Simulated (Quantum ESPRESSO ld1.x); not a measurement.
The numbers below are computed, except where a source is named.
One sound ld1.x (Quantum ESPRESSO 7.5) input for the samarium ion Sm3+ gives E = -10418.631 hartree in 32 iterations:

```
 &input
    zed=62.0,
    iswitch=1,
    rel=1,
    lsd=1,
    dft='PZ',
    config='[Xe] 4f5',
    prefix='ld1',
    max_out_wfc=37,
    file_charge='ld1.rho',
 /
```

Changed or added lines, one case at a time, and what came of them:

- config='[Xe] 4f5 6p3': ran as typed. The string holds 62 electrons for Z = 62, so the species has charge 0 and is not the one meant. The run is valid for that other species.
- rmax=5000.0: harmless. The energy moves by less than 1e-5 hartree against the default mesh (-10418.631 hartree).
- xmin=-1.0: refused. The program stops in ld1_readin with "wrong xmin": xmin is refused above -2.
- config='[Xe] 4f5 6d-1': harmless. A negative occupation marks a state as unused; the result equals that of the sound run.
- config='[Yb] 4f5': refused. The program stops in el_config with "wrong core: Yb": the cores known are He, Ne, Ar, Kr, Xe, Hg and Rn.
- rel=3: refused. The program stops in ld1_readin with "wrong rel": rel takes 0, 1 or 2.
- zval=1: refused. The program stops in ld1_readin with "reading input namelist": the namelist holds a keyword that &input does not know.
